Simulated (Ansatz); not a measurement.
Gas-phase electronic energies from Ansatz, PBE0-D4/def2-TZVP geometries. CCSD(T)/CBS is the MP2 limit (def2-TZVPP, def2-QZVPP) plus CCSD(T) − MP2 in def2-TZVPP, frozen cores. Functionals use def2-TZVPP. Each species was taken in one conformer, which may not be the lowest.

Reaction (redistribution): `[SiH3]NBS` + `O[SiH](F)O[SiH2]F` → `F[SiH2]OBS` + `O[SiH](F)N[SiH3]`

```tsv
species	PBE0 energy (Eh)
`[SiH3]NBS`	-770.66836
`O[SiH](F)O[SiH2]F`	-931.39920
`F[SiH2]OBS`	-889.82279
`O[SiH](F)N[SiH3]`	-812.22562
```

Q: Work out ΔE.

A: ΔE = (-889.82279) + (-812.22562) − (-770.66836) − (-931.39920) = 0.01915 Eh = +50.3 kJ/mol. CCSD(T)/CBS gives +50.7 kJ/mol.

Largest T1 diagnostic among the species: 0.013.

The D4 term adds −3.6 kJ/mol with B3LYP and −1.8 kJ/mol with PBE0; it sums over pairs of atoms, weighted by their polarisabilities, and B3LYP, whose exchange is more repulsive, gets the larger term.

B3LYP here is the variant with VWN-RPA as its local correlation; programs differ in this.
